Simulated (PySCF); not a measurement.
Compound: C₄H₁₀OSSi₂.
Structure used (PBE0-D3(BJ)/def2-SVP), in Å, numbered top down from 1:
```xyz
18
C4H10OSSi2 angstrom
C      2.5632    0.2091    0.9975
C      2.0755   -0.5368   -0.1930
S      2.7842   -1.8684   -0.8121
Si     0.5088   -0.0447   -1.1258
C     -0.8659   -1.3337   -0.9223
C     -2.2028   -0.5666   -0.8351
Si    -1.8331    1.0683    0.0480
O     -0.2302    1.2896   -0.4089
H      1.7751    0.2310    1.7709
H      3.4810   -0.2302    1.4128
H      2.7363    1.2666    0.7315
H      0.8800    0.2734   -2.5327
H     -0.8603   -2.0957   -1.7167
H     -0.6641   -1.8702    0.0213
H     -2.5666   -0.3201   -1.8479
H     -2.9969   -1.1597   -0.3537
H     -2.6738    2.2146   -0.4028
H     -1.9277    0.9619    1.5371
```

All values: PBE0/pcSseg-1 and CAM-B3LYP/def2-SVPD (PySCF, non-relativistic), on one gas-phase PBE0-D3(BJ)/def2-SVP geometry that isn't relaxed in the solvent. The solvent is an IEF-PCM continuum (Bondi radii, 1.10 Å for H, scaled by 1.2). Only the electrostatic response of the medium enters.

Gas phase at PBE0/pcSseg-1: HOMO -6.45 eV, LUMO -2.48 eV, dipole 1.86 D.

Task: What does the continuum do to the energy, the frontier levels and the dipole at PBE0/pcSseg-1 in methanol and acetonitrile?

Result: 
```
     solvent      ε  E(solvent) − E(gas) (kJ/mol)  polarisation term (kJ/mol)  distortion of the solute (kJ/mol)  HOMO (eV)  LUMO (eV)  dipole (D)
    methanol  32.61                        -17.12                      -20.05                               2.93      -6.58      -2.49        2.67
acetonitrile  35.69                        -17.20                      -20.16                               2.96      -6.58      -2.49        2.67
```

The first energy column is the sum of the next two and covers electrostatics alone. From methanol to acetonitrile the lowering changes by a factor 1.00, Onsager's factor (ε − 1)/(2ε + 1) by 1.00 and ε itself by 1.1.

Task: Which radius a makes the point-dipole formula ΔE = −[(ε − 1)/(2ε + 1)]·μ²/a³ give the value in acetonitrile, with the gas-phase dipole?

Result: μ = 0.730 au and |ΔE| = 0.00655 Eh give a = 1.79 Å; the farthest nucleus lies 3.86 Å from the centroid of the nuclei, so such a sphere wouldn't even hold the nuclei. The formula assumes a rigid point dipole at the centre of a sphere.

Task: Give the dipole vector in the frame of the coordinates (D, pointing from negative to positive charge), gas and acetonitrile.

Result: Gas (-1.64, 0.23, 0.85), solvent (-2.30, 0.52, 1.26). Its length changes by +44 % and its direction by 4°.

Task: Which Hirshfeld charges (PBE0/pcSseg-1) respond most in acetonitrile (means over atoms taken as equivalent)?

Result: 
```json
{"atoms": "S3", "environment": "thiocarbonyl sulfur", "gas (e)": "-0.089", "solvent (e)": "-0.135", "change": "-0.046"}
{"atoms": "C2", "environment": "thiocarbonyl carbon", "gas (e)": "-0.032", "solvent (e)": "-0.021", "change": "+0.011"}
{"atoms": "O8", "environment": "siloxane oxygen", "gas (e)": "-0.323", "solvent (e)": "-0.333", "change": "-0.010"}
{"atoms": "H9/H10/H11", "environment": "methyl hydrogen", "gas (e)": "+0.055", "solvent (e)": "+0.061", "change": "+0.006"}
{"atoms": "H16", "environment": "methylene hydrogen", "gas (e)": "+0.042", "solvent (e)": "+0.048", "change": "+0.006"}
{"atoms": "H15", "environment": "methylene hydrogen", "gas (e)": "+0.042", "solvent (e)": "+0.047", "change": "+0.005"}
```

Task: How do the nuclear quadrupole coupling constants eQVzz/h respond in acetonitrile?

Result: 
| nucleus | Q (barn) | gas (MHz) | solvent (MHz) | η gas | η solvent |
| --- | --- | --- | --- | --- | --- |
| 33S at S3 | -0.06781 | 45.18 | 42.81 | 0.33 | 0.26 |
| 17O at O8 | -0.0256 | -5.60 | -5.58 | 0.36 | 0.36 |

Gas phase at CAM-B3LYP/def2-SVPD: HOMO -7.78 eV, LUMO -1.37 eV, dipole 1.85 D.

Task: What does the continuum do to the energy, the frontier levels and the dipole at CAM-B3LYP/def2-SVPD in acetonitrile?

Result: 
```json
{"solvent": "acetonitrile", "ε": "35.69", "E(solvent) − E(gas) (kJ/mol)": "-17.31", "polarisation term (kJ/mol)": "-20.75", "distortion of the solute (kJ/mol)": "3.44", "HOMO (eV)": "-7.90", "LUMO (eV)": "-1.37", "dipole (D)": "2.73"}
```

Task: How does the static polarisability (CAM-B3LYP/def2-SVPD, frozen core, with the continuum's full static response) change?

Result: 
| medium | isotropic (au) | principal values (au) | ⟨r²⟩ of the electrons (bohr²) |
| --- | --- | --- | --- |
| gas | 118.8 | 95.7, 115.6, 145.0 | 1862.0 |
| acetonitrile | 165.2 | 137.8, 160.5, 197.3 | 1863.1 |

The isotropic value in acetonitrile is 1.39 times the gas-phase one; no cavity-field correction is applied. ⟨r²⟩ is taken about the centre of nuclear charge.
